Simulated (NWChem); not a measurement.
System: CsCl; SMILES [Cl][Cs]

```xyz
2

Cs     0.0000     0.0000    -0.7098
Cl     0.0000     0.0000     2.2303
```
Atoms are numbered in this order, from 1.

Program: NWChem. Geometry: optimised at PBE-D3(BJ)/def2-SVP. def2 effective core potentials on Cs; no spin-orbit coupling. Vertical excitations in the gas phase; the lowest state need not have the same character in each row.

For level PBE0/def2-SVP, TDA:

| Quantity | Value |
|---|---|
| lowest excitation, singlet (eV) | 3.60 |
| lowest state with f > 0.02, singlet (eV) | 3.77 |
| orbital gap (eV) | 4.43 |

Q: What are these values for level PBE0/def2-SVPD, TDA?

A: 
- lowest excitation, singlet (eV): 3.98
- lowest state with f > 0.02, singlet (eV): 4.10
- orbital gap (eV): 4.80
